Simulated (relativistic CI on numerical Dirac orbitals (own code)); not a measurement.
Hyperfine structure of Pm XXVII, mass number 147

Calculated at this level of theory: Dirac-Coulomb-Breit CI, KLI orbitals optimised for each configuration, QED by a radiative potential, unscaled Slater integrals (own radial code, finite nucleus).

CI space (outside the closed core [Ar] 3d10): 4s²4p⁵, 4s4p⁶, 4s²4p⁴4d, 4s4p⁵4d, 4s²4p⁴4f, 4s4p⁵4f, 4p⁶4d, 4s4p⁴4d², 4s²4p³4d4f, 4p⁶4f, 4p⁵4d², 4p⁴4d³, 4p⁴4d²4f. Double excitations out of closed p, d and f shells are left out; levels of such configurations are missing from the list, as are those of other unlisted configurations, and high levels can miss mixing partners.

Nuclear spin I = 7/2, μ = 2.58 μN, Q = 0.74 b (tables of Stone and Pyykkö). The electronic factors are computed for point nuclear moments, without core polarisation or the Bohr-Weisskopf and QED corrections.

```
         Level   E (eV)  A (GHz)  B (GHz)
 4s²4p⁵ ²P°3/2    0.000    18.37    -35.5
 4s²4p⁵ ²P°1/2   31.796    128.9         
   4s4p⁶ ²S1/2   94.219    303.2         
4s²4p⁴4d ⁴D5/2  103.382     13.2    -2.87
4s²4p⁴4d ²P1/2  104.838    30.08         
4s²4p⁴4d ²F7/2  110.006    10.07   -0.541
4s²4p⁴4d ⁴F9/2  111.018    9.979     14.8
4s²4p⁴4d ²D3/2  112.107    8.607     15.1
```

Levels with J = 0, under 50 % of one LS term, or S terms without an open s electron are left out. Small factors come from cancelling terms and can be off by tens of per cent or more.

At this charge energies of transitions that change n are usually good to better than 1 %, and those within a shell (Δn = 0) to a few per cent.

(1) Give the hyperfine levels of 4s²4p⁵ ²P°1/2 relative to its centre of gravity.

## Answers

(1) With K = F(F + 1) − I(I + 1) − J(J + 1), E = AK/2: F = 3: -290.1, F = 4: 225.6 GHz.

LS names give the leading component of a level, which can be under half, so a name can repeat, a term be missing and a line seem to break the LS rules.
